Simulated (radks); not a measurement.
Initial-state core-level shifts of the cobalt ion Co2+ when its valence configuration changes from [Ar] 3d7. All-electron calculation, non-relativistic Kohn-Sham, LDA (Slater exchange, Perdew-Wang correlation), spin-polarised, spherical densities, point nucleus; open shells are filled with parallel spins first. Program: a radial shooting solver on a logarithmic mesh with Libxc functionals. Shifts are changes of the shell-averaged eigenvalues in eV (positive: less bound); the change of the density at the nucleus, which sets a Mossbauer isomer shift, is in e/bohr^3, on a base of 1.331e+04.

\begin{tabular}{lrrrrr}
valence & 2s & 2p & 3s & 3p & density at nucleus \\ \hline
3d6 4p1 & -9.668 & -9.579 & -8.380 & -8.191 & +1.860 \\
3d5 4s2 & -18.231 & -18.062 & -15.024 & -14.654 & +23.821 \\
3d6 4s1 & -8.419 & -8.334 & -7.078 & -6.896 & +10.980 \\
3d5 4s1 4p1 & -19.263 & -19.081 & -16.002 & -15.612 & +14.749 \\
3d5.5 4s0.5 4p1 & -14.315 & -14.179 & -12.122 & -11.834 & +7.921 \\
3d6.5 4s0.5 & -4.064 & -4.023 & -3.461 & -3.372 & +5.170 \\
3d4.5 4s1 4p1.5 & -25.526 & -25.282 & -20.984 & -20.480 & +17.000 \\
3d5.5 4s1 4p0.5 & -13.702 & -13.570 & -11.490 & -11.206 & +12.754 \\
3d6.5 4p0.5 & -4.699 & -4.656 & -4.130 & -4.038 & +0.855 \\
\end{tabular}
